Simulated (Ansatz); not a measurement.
`C[O][InH][Cl]` + `CN[SiH3]` → `CN(C)[SiH3]` + `[OH][InH][Cl]` at 400 K and 1 bar (substitution at a C–O bond).

Computed with Ansatz on PBE0-D4/def2-TZVP structures; ΔE is electronic, products minus reactants. CBS: MP2 limit from def2 TZ/QZ plus the TZ coupled-cluster correction, frozen cores. Elements past krypton have def2 core potentials. For In outer-core shells are correlated without core-valence functions, which leaves a few kJ/mol of doubt a bond. Each species was taken in one conformer, which may not be the lowest.

```json
{"species": "`C[O][InH][Cl]`", "CCSD(T)/CBS energy (Eh)": "-765.26650", "H − E (kJ/mol)": "157.5", "S (J/(mol·K))": "386.9"}
{"species": "`CN[SiH3]`", "CCSD(T)/CBS energy (Eh)": "-386.04948", "H − E (kJ/mol)": "233.7", "S (J/(mol·K))": "327.3"}
{"species": "`CN(C)[SiH3]`", "CCSD(T)/CBS energy (Eh)": "-425.29981", "H − E (kJ/mol)": "312.9", "S (J/(mol·K))": "361.2"}
{"species": "`[OH][InH][Cl]`", "CCSD(T)/CBS energy (Eh)": "-726.02900", "H − E (kJ/mol)": "77.0", "S (J/(mol·K))": "336.5"}
```

H − E and S are ideal-gas, rigid-rotor, harmonic terms from PBE0-D4/def2-TZVP, for one conformer and one mirror image of each species. 1 Eh = 2625.50 kJ/mol, R = 8.31446 J/(mol·K).

**Question.** By hand: ΔE, ΔH, ΔS and ΔG.

**Answer.** ΔE = (-425.29981) + (-726.02900) − (-765.26650) − (-386.04948) = -0.01283 Eh = -33.7 kJ/mol. Δ(H − E) = 312.9 + 77.0 − 157.5 − 233.7 = -1.3, so ΔH = -35.0 kJ/mol. ΔS = 361.2 + 336.5 − 386.9 − 327.3 = -16.5 J/(mol·K). ΔG = -35.0 − 400 × (-16.5)/1000 = -28.4 kJ/mol.

**Question.** By hand: the equilibrium constant, and the temperature at which ΔG would vanish if ΔH and ΔS stayed fixed.

**Answer.** log₁₀ K = −ΔG/(RT ln 10) = 3.7. ΔG = 0 at ΔH/ΔS = 2121 K, though so small a ΔS makes that figure unsure.

ΔH outweighs TΔS. A doubt of 5 kJ/mol in ΔE shifts log₁₀ K by 0.7 here. Other conformers and mirror images would add mixing entropy, several J/(mol·K) or more a flexible species. These are equilibria of isolated gas molecules and say nothing of rates. Largest T1 diagnostic: 0.016 (customary marks: 0.02 for closed shells, 0.045 for open ones).
